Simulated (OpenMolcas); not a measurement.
Pt3+ (d7) among equal point charges was computed by CASSCF with the d shell active (OpenMolcas, ANO-RCC-VDZP on the metal). Its lowest spin-free states, and all those of the highest spin:

```csv
2S+1,Degeneracy,E (cm-1)
4,1,0.0
4,2,1307
4,1,3627
4,2,4950
4,1,8701
2,1,11918
2,1,14771
2,2,15335
4,2,15915
2,1,16490
2,1,17137
2,2,17606
4,1,21339
```

Problem. Is the site octahedral, tetrahedral or cube-like, axial, or of lower symmetry?

Solution. The states with 2S+1 = 4 have orbital degeneracies 1, 2, 1, 2, 1, 2, 1. There are pairs but no triples, so the site is axial: not cubic, but with a proper or improper axis of order three or more. The run had Pt3+ among 6 point charges of -1.7 e arranged as a tetragonal octahedron (D4h), 2.31 Å from the ion, with the axial distance 2.726 Å.

Spin-orbit coupling mixes the spin-free states strongly: the lowest level takes only 48 % from its leading state, 4A2. Without dynamic correlation the repulsion within the d shell is too large (B by tens of per cent), so at a given field states of lower spin stand too high. This shell can be high or low spin here, a state of another spin lies low, and with metal d orbitals alone active their balance is uncertain, so the ground spin may be wrong. Point charges give a weaker field than real ligands, and real ions of this kind are as a rule low spin; the high spin found here belongs to the model. This is an electrostatic model: the charges have no orbitals. No measured value stands beside these numbers.
